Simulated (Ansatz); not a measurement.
Stepwise reaction of `CNB(C)C` with hydrogen, as a gas-phase model of exchange steps in deposition or etching. ΔE in kJ/mol.

Isolated molecules relaxed with PBE0-D4/def2-TZVP in Ansatz; ΔE leaves out vibrations. CBS: MP2 limit from def2 TZ/QZ plus the TZ coupled-cluster correction, frozen cores. This one scheme is used for every species. DFT in def2-TZVPP. B3LYP here is the variant with VWN-RPA as its local correlation; programs differ in this. Each species was taken in one conformer, which may not be the lowest.

```tsv
step	reaction	PBE-D4	B3LYP-D4	ωB97M-V	CCSD(T)/CBS
1	`CNB(C)C` + H₂ → `CBNC` + CH₄	-27.3	-32.9	-30.5	-29.5
2	`CBNC` + H₂ → `BNC` + CH₄	-21.3	-27.5	-24.9	-24.7
```

Q: By hand: ΔE of the 2 steps together at CCSD(T)/CBS.

A: (-29.5) + (-24.7) = -54.2 kJ/mol, or -27.1 kJ/mol a step.

In ΔE the steps differ by no more than 4.8 kJ/mol. All are downhill at CCSD(T)/CBS. PBE-D4 differs from CCSD(T)/CBS by 2.2 to 3.4 kJ/mol a step. Isolated molecules leave out the surface, adducts and barriers. Largest T1 diagnostic: 0.012.
